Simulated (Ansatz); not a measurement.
## Ansatz (development build ahead of 0.2.0) run

```yaml
crystal:
  periodic: [false, false, false]
  atoms:
    - { symbol: B, position_ang: [0.01361, -0.04806, -0.00217] }
    - { symbol: F, position_ang: [1.29324, 0.04395, -0.01659] }
    - { symbol: F, position_ang: [-0.66801, 1.12964, -0.04805] }
    - { symbol: F, position_ang: [-0.66461, -1.12043, 0.04695] }
basis:
  gaussian: { orbitals: STO-3G }
hamiltonian:
  xc: hf
correlation:
  method: mp2
  frozen_orbitals: { B: 1, F: 1 }
```

The input is written out in the form of the current development build from the run's settings.

The run gave:

```
Converged                       : yes
Reference energy                : -318.65576 hartree
Correlation energy              : -0.09491 hartree
Total energy                    : -318.75066 hartree
Spin squared of the determinant : 0.000
```
